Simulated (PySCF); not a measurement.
## Peak assignment

Molfile (atoms numbered from 1):
```
C7H11Cl
     RDKit          3D

 19 20  0  0  0  0  0  0  0  0999 V2000
    2.0786   -0.4686   -0.4331 C   0  0  0  0  0  0  0  0  0  0  0  0
    0.6897   -0.1628    0.0628 C   0  0  1  0  0  0  0  0  0  0  0  0
    0.5145    0.7141    1.2750 C   0  0  0  0  0  0  0  0  0  0  0  0
    0.0357    1.1853   -0.0672 C   0  0  2  0  0  0  0  0  0  0  0  0
   -1.4345    0.9853   -0.3622 C   0  0  0  0  0  0  0  0  0  0  0  0
   -1.7179   -0.4627    0.0607 C   0  0  0  0  0  0  0  0  0  0  0  0
   -0.3931   -1.2070   -0.1195 C   0  0  1  0  0  0  0  0  0  0  0  0
   -0.3141   -1.8856   -1.7814 Cl  0  0  0  0  0  0  0  0  0  0  0  0
    2.0684   -0.6911   -1.4978 H   0  0  0  0  0  0  0  0  0  0  0  0
    2.4881   -1.3295    0.0939 H   0  0  0  0  0  0  0  0  0  0  0  0
    2.7319    0.3840   -0.2652 H   0  0  0  0  0  0  0  0  0  0  0  0
    1.4086    1.1705    1.6732 H   0  0  0  0  0  0  0  0  0  0  0  0
   -0.2056    0.4509    2.0330 H   0  0  0  0  0  0  0  0  0  0  0  0
    0.5367    2.0133   -0.5459 H   0  0  0  0  0  0  0  0  0  0  0  0
   -2.0695    1.6921    0.1733 H   0  0  0  0  0  0  0  0  0  0  0  0
   -1.6091    1.1095   -1.4324 H   0  0  0  0  0  0  0  0  0  0  0  0
   -2.0163   -0.5084    1.1088 H   0  0  0  0  0  0  0  0  0  0  0  0
   -2.5130   -0.9140   -0.5299 H   0  0  0  0  0  0  0  0  0  0  0  0
   -0.2890   -2.0661    0.5464 H   0  0  0  0  0  0  0  0  0  0  0  0
  2  1  1  6
  2  3  1  0
  3  4  1  0
  4  5  1  0
  5  6  1  0
  6  7  1  0
  7  8  1  0
  4  2  1  0
  7  2  1  0
  1  9  1  0
  1 10  1  0
  1 11  1  0
  3 12  1  0
  3 13  1  0
  4 14  1  6
  5 15  1  0
  5 16  1  0
  6 17  1  0
  6 18  1  0
  7 19  1  1
M  END
```

One averaged value for each set of equivalent atoms, single conformer, non-relativistic Hamiltonian, gas phase. Shielding tensors at PBE0/pcSseg-1 (GIAO); geometry: GFN2-xTB; PySCF 2.14.

δ = σ(ref) − σ, references computed at the same level: 13C (σ = 186.93 ppm), 1H (σ = 31.72 ppm) against TMS.

Problem. Assign these signals to the numbered atoms. 13C{1H} NMR (computed): δ 72.8 (CH), 36.9 (CH2), 33.1 (C), 29.3 (CH2), 28.4 (CH), 20.9 (CH3), 16.9 (CH2).

Solution. 
72.8 → C7, sp3 CH bonded to Cl: deshielded by the electronegative neighbour
36.9 → C6, sp3 CH2 in a ring: saturated and bonded to C and H only
33.1 → C2, three-membered-ring carbon: saturated and bonded to C and H only
29.3 → C5, sp3 CH2 in a ring: a saturated carbon with 2 carbon neighbours and no heteroatom attached
28.4 → C4, three-membered-ring carbon: carbons of three-membered rings are unusually shielded
20.9 → C1, methyl carbon: aliphatic region, no heteroatom directly attached
16.9 → C3, three-membered-ring carbon: carbons of three-membered rings are unusually shielded

C5 and C4 lie closer than the usual error of such a calculation, so a measured spectrum could show them in the other order.

Problem. Assign these signals to the numbered atoms. 1H NMR (300 MHz, computed): δ 4.22 (m, 1H), 2.34 (m, 1H), 1.89 (m, 1H), 1.75 (m, 1H), 1.72 (m, 1H), 1.46 (s, 3H), 1.17 (m, 1H), 0.38 (m, 1H), 0.22 (m, 1H).

Solution. 
4.22 → H19, hydrogen on an sp3 CH bonded to Cl: its carbon carries Cl, an electronegative neighbour
2.34 → H16, hydrogen on an sp3 CH2 in a ring
1.89 → H18, hydrogen on an sp3 CH2 in a ring
1.75 → H17, hydrogen on an sp3 CH2 in a ring
1.72 → H15, hydrogen on an sp3 CH2 in a ring: far from electronegative atoms and π systems
1.46 → H9/H10/H11, hydrogen on a methyl carbon: far from electronegative atoms and π systems
1.17 → H14, hydrogen on a three-membered-ring carbon: cyclopropane-type protons are shielded by the ring
0.38 → H12, hydrogen on a three-membered-ring carbon
0.22 → H13, hydrogen on a three-membered-ring carbon

H17 and H15 lie closer than the usual error of such a calculation, so a measured spectrum could show them in the other order.

Carbons that carry Cl, above all several Cl atoms, come out too deshielded, partly because spin–orbit coupling is missing. Shifts are as computed. Against solution values, carbons near 30 ppm lie about +3 ppm off and those near 130 ppm about +5 ppm; carbons on Cl a further +6 ppm. Of 1211 compounds with measured shifts, 218 miss one by over three times the rms of a fit or turn the order of signals round; such compounds aren't used in these exercises. No couplings were computed; multiplicities are counted from neighbouring protons, with m where these are inequivalent, close in shift, in a saturated or five-membered ring or joined by F or P, and br s for small geminal =CH2 splittings.
